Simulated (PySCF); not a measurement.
C2H4BNO2, SMILES CB(O)N=C=O.

Geometry optimised at PBE0-D3(BJ)/def2-SVP. This is a generated structure with no PubChem entry under its InChIKey; it may be hypothetical. Other conformers were not sampled.

Level of theory: PySCF with PBE0/def2-TZVP.

Gas-phase values at a fixed geometry.

- total energy: -308.55723 hartree
- point group: Cs
- highest occupied level: -8.43 eV
- lowest empty level: -0.34 eV
- orbital gap: 8.09 eV
- dipole moment: 0.757 e·Å
- quadrupole, principal values (traceless, Buckingham form, about the centre of nuclear charge): -2.49, 0.88, 1.62 D·Å
- mean static polarisability: 50.1 bohr³ (7.42 Å³)
- polarisability, principal values: 33.4, 42.0, 74.8 bohr³
